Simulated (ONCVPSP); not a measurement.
## Configuration tests for copper (Cu) (ONCV)

```
Element                 : copper
Generator               : ONCVPSP 4.0.1
Type                    : optimised norm-conserving Vanderbilt (ONCV)
Functional              : LDA (Perdew-Zunger)
Relativity              : fully relativistic
Frozen core             : [Ne]
Valence charge          : 19
Reference configuration : 3s2 3p6 3d9 4s2
Partial waves           : 3s+4s: rc 1.20 bohr, ncon 4, nbas 8, qcut 10.2 1/bohr, 2 projectors; 3p: rc 0.65 bohr, ncon 4, nbas 9, qcut 10.9 1/bohr, 2 projectors, debl 0.7 Ha; 3d: rc 1.55 bohr, ncon 4, nbas 9, qcut 8 1/bohr, 2 projectors, debl 0.5 Ha
Local potential         : polynomial inside 0.55 bohr (lpopt 5, dvloc0 0 Ha)
Core correction         : Teter function, fcfact 3.75, rcfact 1.55
```

Open shells are filled in proportion to 2j + 1.

In the p channel the program set the typed energies aside and used -2.804, 0.250 Ha (j = l + 1/2; the other j can differ).

Energies are relative to the spin-unpolarised reference configuration 3s2 3p6 3d9 4s2; without spin polarisation the order of configurations can differ from experiment.

```json
{"valence configuration": "3s2 3p6 3d10 4s1", "charge": "0", "ΔE all-electron (eV)": "-2.005", "error AE − PS (meV)": "+76"}
{"valence configuration": "3s2 3p6 3d10 4s0 4p1", "charge": "0", "ΔE all-electron (eV)": "2.252", "error AE − PS (meV)": "+112"}
```

(1) What are ΔE and the potential's error for 3s2 3p6 3d9 4s0?

(2) What are ΔE and the potential's error for 3s2 3p6 3d10 4s0?

## Answers

(1) ΔE = 28.119 eV all-electron; the error (AE − PS) is +20 meV.

(2) ΔE = 6.431 eV all-electron; the error (AE − PS) is +144 meV.

These tests converged, but a pseudo level misses the all-electron one widely, so the file describes the atom poorly there or has found another state: 3s2 3p6 3d10 4s0 4p1: empty 4s by 5.8 eV.
